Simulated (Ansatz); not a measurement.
# Nudged elastic band run: AlSi36H17Cl3

input.yaml

```yaml
crystal:
  lattice:
    - [11.518769, 0.0, 0.0]
    - [5.759385, 9.975547, 0.0]
    - [0.0, 0.0, 19.868765]
  atoms:
    - { symbol: H, position: [0.1111111, 0.1111111, 0.0503303] }
    - { symbol: H, position: [0.4444444, 0.1111111, 0.0503303] }
    - { symbol: H, position: [0.7777778, 0.1111111, 0.0503303] }
    - { symbol: H, position: [0.1111111, 0.4444444, 0.0503303] }
    - { symbol: H, position: [0.4444444, 0.4444444, 0.0503303] }
    - { symbol: H, position: [0.7777778, 0.4444444, 0.0503303] }
    - { symbol: H, position: [0.1111111, 0.7777778, 0.0503303] }
    - { symbol: H, position: [0.4444444, 0.7777778, 0.0503303] }
    - { symbol: H, position: [0.7777778, 0.7777778, 0.0503303] }
    - { symbol: Si, position: [0.1111111, 0.1111111, 0.1258256] }
    - { symbol: Si, position: [0.4444444, 0.1111111, 0.1258256] }
    - { symbol: Si, position: [0.7777778, 0.1111111, 0.1258256] }
    - { symbol: Si, position: [0.1111111, 0.4444444, 0.1258256] }
    - { symbol: Si, position: [0.4444444, 0.4444444, 0.1258256] }
    - { symbol: Si, position: [0.7777778, 0.4444444, 0.1258256] }
    - { symbol: Si, position: [0.1111111, 0.7777778, 0.1258256] }
    - { symbol: Si, position: [0.4444444, 0.7777778, 0.1258256] }
    - { symbol: Si, position: [0.7777778, 0.7777778, 0.1258256] }
    - { symbol: Si, position: [-0.11212502, 0.22257251, 0.16602279] }
    - { symbol: Si, position: [0.22120872, 0.22275938, 0.16437907] }
    - { symbol: Si, position: [0.55458204, 0.22272998, 0.16439713] }
    - { symbol: Si, position: [-0.11240244, 0.55621852, 0.16416416] }
    - { symbol: Si, position: [0.22121632, 0.55606605, 0.1643696] }
    - { symbol: Si, position: [0.55462728, 0.5562078, 0.16427125] }
    - { symbol: Si, position: [-0.11212799, 0.88959215, 0.16600299] }
    - { symbol: Si, position: [0.22087731, 0.88958519, 0.16599656] }
    - { symbol: Si, position: [0.55462566, 0.8892117, 0.16427476] }
    - { symbol: Si, position: [-0.10655801, 0.21626631, 0.28456227] }
    - { symbol: Si, position: [0.22380022, 0.22115942, 0.28217663] }
    - { symbol: Si, position: [0.55794763, 0.22094599, 0.2821912] }
    - { symbol: Si, position: [-0.10917033, 0.55448023, 0.28184643] }
    - { symbol: Si, position: [0.22382511, 0.55482073, 0.28215816] }
    - { symbol: Si, position: [0.55707767, 0.55460713, 0.28198256] }
    - { symbol: Si, position: [-0.10652813, 0.89006306, 0.28452817] }
    - { symbol: Si, position: [0.21897971, 0.89039206, 0.28450167] }
    - { symbol: Si, position: [0.55707855, 0.88815051, 0.28198983] }
    - { symbol: Si, position: [-0.0006757, 0.00026943, 0.33300466] }
    - { symbol: Si, position: [0.33298902, -0.00013379, 0.3215898] }
    - { symbol: Si, position: [0.66714805, -0.00046626, 0.32156585] }
    - { symbol: Si, position: [-0.00028009, 0.33332174, 0.32148515] }
    - { symbol: Si, position: [0.33363349, 0.33311788, 0.32097525] }
    - { symbol: Si, position: [0.6671179, 0.33325463, 0.32157662] }
    - { symbol: Si, position: [-0.00025069, 0.66680233, 0.32145864] }
    - { symbol: Si, position: [0.33300488, 0.66698902, 0.32158039] }
    - { symbol: Si, position: [0.66678426, 0.66655895, 0.32091416] }
    - { symbol: H, position: [0.3354169, 0.00267975, 0.39688418] }
    - { symbol: H, position: [0.66183537, 0.002347, 0.39686804] }
    - { symbol: H, position: [0.00237369, 0.33604249, 0.39678641] }
    - { symbol: H, position: [0.33342177, 0.33326024, 0.39648148] }
    - { symbol: H, position: [0.66175454, 0.33584885, 0.39687933] }
    - { symbol: H, position: [0.00244459, 0.66144709, 0.39675367] }
    - { symbol: H, position: [0.3354439, 0.66178832, 0.39687416] }
    - { symbol: H, position: [0.6667018, 0.66663392, 0.39639914] }
    - { symbol: Al, position: [0.99984042, -0.00021628, 0.46098163] }
    - { symbol: Cl, position: [0.89650907, -0.10326895, 0.4923337] }
    - { symbol: Cl, position: [1.20641918, -0.10313514, 0.49203517] }
    - { symbol: Cl, position: [0.89704286, 0.20603121, 0.49249318] }
magnetization:
  spin_polarized: true
basis:
  ecutwfc: 420.0
kpoints:
  mp_grid: { grid: [1, 1, 1] }
hamiltonian:
  xc: pbe
  pseudopotentials: { kind: paw, azcp: { folder: soft_1 } }
scf:
  occupations: { method: gaussian, width: 0.02 }
  lower_state_search: "off"
neb:
  images: 5
  f_tol: 0.05
  initial_path: idpp
  max_iterations: 23
  constraints:
    - { sites: [0, 1, 2, 3, 4, 5, 6, 7, 8, 9, 10, 11, 12, 13, 14, 15, 16, 17] }
  final_atoms:
    - { symbol: H, position: [0.11111111, 0.11111111, 0.05033025] }
    - { symbol: H, position: [0.44444446, 0.11111111, 0.05033025] }
    - { symbol: H, position: [0.77777781, 0.11111111, 0.05033025] }
    - { symbol: H, position: [0.11111111, 0.44444444, 0.05033025] }
    - { symbol: H, position: [0.44444445, 0.44444444, 0.05033025] }
    - { symbol: H, position: [0.7777778, 0.44444444, 0.05033025] }
    - { symbol: H, position: [0.1111111, 0.77777778, 0.05033025] }
    - { symbol: H, position: [0.44444445, 0.77777778, 0.05033025] }
    - { symbol: H, position: [0.77777779, 0.77777778, 0.05033025] }
    - { symbol: Si, position: [0.11111111, 0.11111111, 0.12582564] }
    - { symbol: Si, position: [0.44444446, 0.11111111, 0.12582564] }
    - { symbol: Si, position: [0.77777781, 0.11111111, 0.12582564] }
    - { symbol: Si, position: [0.11111111, 0.44444444, 0.12582564] }
    - { symbol: Si, position: [0.44444445, 0.44444444, 0.12582564] }
    - { symbol: Si, position: [0.7777778, 0.44444444, 0.12582564] }
    - { symbol: Si, position: [0.1111111, 0.77777778, 0.12582564] }
    - { symbol: Si, position: [0.44444445, 0.77777778, 0.12582564] }
    - { symbol: Si, position: [0.77777779, 0.77777778, 0.12582564] }
    - { symbol: Si, position: [-0.11055022, 0.22091156, 0.1658861] }
    - { symbol: Si, position: [0.2226351, 0.22118473, 0.16483677] }
    - { symbol: Si, position: [0.5560452, 0.22117835, 0.16485914] }
    - { symbol: Si, position: [-0.11092466, 0.55462581, 0.16399488] }
    - { symbol: Si, position: [0.22259038, 0.55466252, 0.16486909] }
    - { symbol: Si, position: [0.55610866, 0.55465573, 0.16399566] }
    - { symbol: Si, position: [-0.11051183, 0.88784704, 0.16577995] }
    - { symbol: Si, position: [0.22251947, 0.8878584, 0.16581768] }
    - { symbol: Si, position: [0.556158, 0.88756605, 0.1639241] }
    - { symbol: Si, position: [-0.10945496, 0.21912586, 0.28432739] }
    - { symbol: Si, position: [0.22133531, 0.22363089, 0.28296904] }
    - { symbol: Si, position: [0.55524149, 0.22362759, 0.28301057] }
    - { symbol: Si, position: [-0.11171579, 0.55700127, 0.28148358] }
    - { symbol: Si, position: [0.22101778, 0.55804706, 0.28301444] }
    - { symbol: Si, position: [0.55475583, 0.55711322, 0.28147562] }
    - { symbol: Si, position: [-0.10977567, 0.89329788, 0.28415306] }
    - { symbol: Si, position: [0.21667018, 0.89331323, 0.28421295] }
    - { symbol: Si, position: [0.55470453, 0.89070688, 0.2813915] }
    - { symbol: Si, position: [0.00030123, -0.00080498, 0.33235313] }
    - { symbol: Si, position: [0.33387455, -0.00108036, 0.32156867] }
    - { symbol: Si, position: [0.66718461, -0.0011437, 0.32153785] }
    - { symbol: Si, position: [-0.00076263, 0.33339177, 0.3217321] }
    - { symbol: Si, position: [0.33318957, 0.33354847, 0.32175762] }
    - { symbol: Si, position: [0.66721773, 0.33352373, 0.32171812] }
    - { symbol: Si, position: [-0.00126388, 0.66729171, 0.32157463] }
    - { symbol: Si, position: [0.33371047, 0.66732616, 0.32164789] }
    - { symbol: Si, position: [0.66658969, 0.66669775, 0.32027838] }
    - { symbol: H, position: [0.33873701, -0.001513, 0.39683958] }
    - { symbol: H, position: [0.66281632, -0.00154661, 0.39682003] }
    - { symbol: H, position: [-0.00104233, 0.33786849, 0.3970137] }
    - { symbol: H, position: [0.33328904, 0.33336892, 0.39723159] }
    - { symbol: H, position: [0.66292178, 0.33817824, 0.3969888] }
    - { symbol: H, position: [-0.00156552, 0.66281367, 0.39684593] }
    - { symbol: H, position: [0.33832952, 0.66298189, 0.39693559] }
    - { symbol: H, position: [0.66661831, 0.66657748, 0.39579734] }
    - { symbol: Al, position: [1.00010992, -0.00048173, 0.45931091] }
    - { symbol: Cl, position: [1.1019391, -0.20736878, 0.4899184] }
    - { symbol: Cl, position: [1.10470387, 0.10166848, 0.49015745] }
    - { symbol: Cl, position: [0.79325392, 0.10459697, 0.4900786] }
  order_check: false
```

Launched with:

```bash
$ ansatz run input.yaml --threads 4 --pin off --max-ram 10240MiB --backend cpu --events-out ev --progress --plain --runs-dir out
```

Output, in part (warnings, iteration lines):

```
NEB end point (image 0): max|allowed force component| = 1.995e-2 eV/Å (the criterion of neb.relax_end_points is 1.000e-2)
NEB end point (image 6): max|allowed force component| = 1.751e-2 eV/Å (the criterion of neb.relax_end_points is 1.000e-2)
NEB iter   1: max|band force component| = 1.654e0 eV/Å  barrier→ = 0.3242 eV  barrier← = 0.3617 eV  Δτ_max = 0.2000 Å  (77 SCF iters)
NEB iter   2: max|band force component| = 4.618e-1 eV/Å  barrier→ = 0.0868 eV  barrier← = 0.1243 eV  CI = image 3  Δτ_max = 0.0948 Å  (45 SCF iters)
NEB iter   3: max|band force component| = 6.985e-2 eV/Å  barrier→ = 0.0557 eV  barrier← = 0.0931 eV  CI = image 3  Δτ_max = 0.0433 Å  (41 SCF iters)
NEB iter   4: max|band force component| = 3.860e-2 eV/Å  barrier→ = 0.0536 eV  barrier← = 0.0910 eV  CI = image 3  Δτ_max = 0.0000 Å  (34 SCF iters)
```

The run converged. The order of the point at the top wasn't checked. Limits of this set-up: coarse k mesh, thin slab, slab without dipole correction, no dispersion correction for a molecule that may bind weakly, a typed lattice constant that wasn't relaxed here.

Final band:

| image | path coordinate (Å) | energy (eV) |
| --- | --- | --- |
| 0 | 0.00 | 0.000 |
| 1 | 0.60 | 0.015 |
| 2 | 1.21 | 0.043 |
| 3 | 1.81 | 0.054 |
| 4 | 2.45 | 0.031 |
| 5 | 3.09 | -0.013 |
| 6 | 3.72 | -0.037 |

Run time: 4.3 min on 4 threads of Arm Neoverse V2, on a shared host, peak memory 5.6 GiB.
